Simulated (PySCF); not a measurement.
A calculation to check before its numbers are used.

A core-ionisation job on CH6OSi2, SMILES `O=C[SiH2][SiH3]`. Level of theory: PySCF 2.14.0, delta-SCF UKS SCAN, pcX-1 on the ionised atom, pcseg-1 elsewhere, spin-free X2C.

Driver input (Å, PBE0-D3(BJ)/def2-SVP geometry):

```
{"job": {"kind": "xps", "basis": "pcX-1"}, "charge": 0, "multiplicity": 1}
O      1.4849    -1.6656    -0.0715
C      1.7780    -0.4983    -0.1530
Si     0.4073     0.8723    -0.1020
Si    -1.5925    -0.3098     0.1848
H      2.8583    -0.1995    -0.2611
H      0.4662     1.6508    -1.3800
H      0.7137     1.8149     1.0208
H     -1.7959    -1.2293    -0.9733
H     -1.5230    -1.0949     1.4524
H     -2.7467     0.6379     0.2617
```

Output:

```
ground state, core basis on atom 0 (O), 104 functions
  cycle   1  E = -696.85039821  |g| = 7.44e-01
  cycle   2  E = -696.07633807  |g| = 2.03e+00
  cycle   3  E = -696.95075762  |g| = 1.04e-01
  cycle   4  E = -696.95278508  |g| = 4.92e-02
  cycle   5  E = -696.95341519  |g| = 1.53e-02
  cycle   6  E = -696.95347681  |g| = 5.07e-03
  cycle   7  E = -696.95348769  |g| = 1.00e-03
  cycle   8  E = -696.95349036  |g| = 1.62e-04
  E(ground) = -697.01852053 Eh
hole in O 1s of atom 0
  cycle   1  E = -676.34053215  |g| = 2.21e+00
  cycle   2  E = -675.03859471  |g| = 2.32e+00
  cycle   3  E = -676.78761919  |g| = 7.37e-01
  cycle   4  E = -676.95716850  |g| = 5.50e-01
  cycle   5  E = -677.14143633  |g| = 1.64e-01
  cycle   6  E = -677.16115995  |g| = 4.41e-02
  cycle   7  E = -677.16274156  |g| = 1.56e-02
  cycle   8  E = -677.16294338  |g| = 4.17e-03
  cycle   9  E = -677.16295851  |g| = 1.57e-03
  cycle  10  E = -677.16296327  |g| = 7.10e-04
  cycle  11  E = -677.16296312  |g| = 2.63e-04
  E(ion) = -677.22969182 Eh   <S^2> = 0.7672   hole on atom = 1.000   binding energy = 538.481 eV
ground state, core basis on atom 1 (C), 104 functions
  cycle   1  E = -696.95037854  |g| = 3.40e-02
  cycle   2  E = -696.95006044  |g| = 4.84e-02
  cycle   3  E = -696.95055025  |g| = 1.79e-02
  cycle   4  E = -696.95060402  |g| = 6.12e-03
  cycle   5  E = -696.95061156  |g| = 7.94e-04
  cycle   6  E = -696.95061423  |g| = 6.31e-05
  E(ground) = -697.01797267 Eh
hole in C 1s of atom 1
  cycle   1  E = -685.61395375  |g| = 1.49e+00
  cycle   2  E = -683.12330650  |g| = 2.27e+00
  cycle   3  E = -685.82331642  |g| = 7.43e-01
  cycle   4  E = -685.99559398  |g| = 6.55e-01
  cycle   5  E = -686.14456304  |g| = 2.53e-01
  cycle   6  E = -686.17241151  |g| = 3.53e-02
  cycle   7  E = -686.17358964  |g| = 1.45e-02
  cycle   8  E = -686.17406014  |g| = 1.03e-02
  cycle   9  E = -686.17450932  |g| = 7.03e-03
  cycle  10  E = -686.17470814  |g| = 4.30e-03
  cycle  11  E = -686.17472050  |g| = 1.36e-03
  cycle  12  E = -686.17472420  |g| = 5.17e-04
  cycle  13  E = -686.17472617  |g| = 2.71e-04
  E(ion) = -686.23988028 Eh   <S^2> = 0.8706   hole on atom = 1.000   binding energy = 293.287 eV
ground state, core basis on atom 2 (Si), 116 functions
  cycle   1  E = -697.04777790  |g| = 1.83e-01
  cycle   2  E = -697.04663121  |g| = 8.79e-02
  cycle   3  E = -697.04386367  |g| = 1.46e-01
  cycle   4  E = -697.04820922  |g| = 2.03e-02
  cycle   5  E = -697.04831341  |g| = 3.98e-03
  cycle   6  E = -697.04831550  |g| = 3.42e-04
  E(ground) = -697.07347574 Eh
hole in Si 1s of atom 2
  cycle   1  E = -628.11460037  |g| = 4.35e+00
  cycle   2  E = -627.92173118  |g| = 2.27e+00
  cycle   3  E = -628.26995530  |g| = 1.30e+00
  cycle   4  E = -628.99066364  |g| = 6.93e-01
  cycle   5  E = -629.15134936  |g| = 2.53e-01
  cycle   6  E = -629.18296676  |g| = 5.05e-02
  cycle   7  E = -629.18449737  |g| = 1.94e-02
  cycle   8  E = -629.18474075  |g| = 2.82e-03
  cycle   9  E = -629.18474535  |g| = 8.56e-04
  cycle  10  E = -629.18474730  |g| = 2.55e-04
  E(ion) = -629.21804877 Eh   <S^2> = 0.7526   hole on atom = 1.000   binding energy = 1846.440 eV
hole in Si 2p of atom 2
  cycle   1  E = -692.76869818  |g| = 1.23e+00
  cycle   2  E = -692.37528277  |g| = 1.31e+00
  cycle   3  E = -692.86451080  |g| = 7.22e-01
  cycle   4  E = -693.08162520  |g| = 2.12e-01
  cycle   5  E = -693.09729721  |g| = 7.72e-02
  cycle   6  E = -693.10113033  |g| = 1.72e-02
  cycle   7  E = -693.10130435  |g| = 4.38e-03
  cycle   8  E = -693.10131935  |g| = 1.42e-03
  cycle   9  E = -693.10132103  |g| = 4.91e-04
  E(ion) = -693.13866812 Eh   <S^2> = 0.7531   hole on atom = 1.002   binding energy = 107.072 eV
  2p3/2 = 106.852 eV   2p1/2 = 107.472 eV
ground state, core basis on atom 3 (Si), 116 functions
  cycle   1  E = -697.04729365  |g| = 1.81e-01
  cycle   2  E = -697.04739179  |g| = 3.57e-02
  cycle   3  E = -697.04741027  |g| = 3.11e-02
  cycle   4  E = -697.04763944  |g| = 2.09e-02
  cycle   5  E = -697.04772296  |g| = 3.33e-03
  cycle   6  E = -697.04772630  |g| = 3.18e-04
  E(ground) = -697.07325827 Eh
hole in Si 1s of atom 3
  cycle   1  E = -628.12100032  |g| = 4.35e+00
  cycle   2  E = -627.87143561  |g| = 2.20e+00
  cycle   3  E = -626.53528671  |g| = 1.49e+00
  cycle   4  E = -627.39112260  |g| = 1.37e+00
  cycle   5  E = -629.06375450  |g| = 5.24e-01
  cycle   6  E = -629.12055632  |g| = 3.73e-01
  cycle   7  E = -629.18277725  |g| = 5.65e-02
  cycle   8  E = -629.18449620  |g| = 2.44e-02
  cycle   9  E = -629.18485896  |g| = 1.13e-02
  cycle  10  E = -629.18492458  |g| = 2.53e-03
  cycle  11  E = -629.18492732  |g| = 7.57e-04
  cycle  12  E = -629.18492753  |g| = 1.63e-04
  E(ion) = -629.21858616 Eh   <S^2> = 0.7524   hole on atom = 1.000   binding energy = 1846.420 eV
hole in Si 2p of atom 3
  cycle   1  E = -692.77623147  |g| = 1.23e+00
  cycle   2  E = -692.60586932  |g| = 1.08e+00
  cycle   3  E = -693.06073604  |g| = 2.39e-01
  cycle   4  E = -693.09787066  |g| = 1.04e-01
  cycle   5  E = -693.09933210  |g| = 9.00e-02
  cycle   6  E = -693.10280112  |g| = 2.11e-02
  cycle   7  E = -693.10301590  |g| = 3.56e-03
  cycle   8  E = -693.10302516  |g| = 8.30e-04
  cycle   9  E = -693.10302631  |g| = 2.81e-04
  E(ion) = -693.14003723 Eh   <S^2> = 0.7522   hole on atom = 1.002   binding energy = 107.028 eV
  2p3/2 = 106.825 eV   2p1/2 = 107.445 eV
```

The program numbers atoms from 0. E(ground) and E(ion) are re-evaluated on a finer grid than the cycles, so they differ from the last cycles; that is no fault. The 2p3/2 and 2p1/2 values come from a spin–orbit splitting computed afterwards; their 2:1 mean is the average over the three 2p orbitals and can differ from the one hole solved.

Problem. Do all binding energies of this run deserve the same trust?

Solution. No. Every hole passed the driver's convergence checks (|g| < 5e-4, core orbital emptied to over 0.9), but ⟨S²⟩ is 0.871 for C1s on atom 1, against 0.75 for a pure doublet, so the unrestricted ion state holds higher spin components.

Problem. What would you do next?

Solution. Recompute such holes with a restricted open-shell or spin-projected scheme and compare; until then these binding energies are doubtful.

On one thread of an Arm Neoverse V1, shared host with 32 logical CPUs at a one-minute load of 27, this took 20 s wall and 0.52 GiB of memory at its peak.
